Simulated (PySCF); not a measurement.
Gas-phase reaction: Ge₂H₆ + 4 O = Ge(OH)₄ + GeH₂

Computed with PySCF and rigid-rotor harmonic-oscillator thermochemistry at 1 bar. † marks an energy on the PBE0/def2-TZVP geometry and frequencies. MP2 freezes the core. Open shells (unrestricted): O (multiplicity 3); the rest are closed-shell singlets. Spin-orbit splitting is ignored; it lowers the true energy and changes the entropy of O. B3LYP is the form with VWN-RPA correlation. Ge: all electrons, no relativistic terms. Ge(OH)₄, GeH₂: computed as isolated molecules; such fragments, hydroxides, amides, oligomers or adducts are transient or little studied in the gas. MP2 isn't extrapolated to the basis-set limit.

LDA/def2-TZVP† gives ΔH°(298 K) = -2309 kJ.

Q: What do B3LYP/def2-TZVP†, HF/def2-TZVP†, MP2/def2-TZVPP† give?

A: B3LYP/def2-TZVP†: -1828 kJ; HF/def2-TZVP†: -1029 kJ; MP2/def2-TZVPP†: -1963 kJ. For scale, ΔH°(298 K) is -2309 kJ at this level, -1878 kJ at ωB97M-V/def2-TZVP†, and runs from -2309 to -885 kJ over the 19 levels computed.
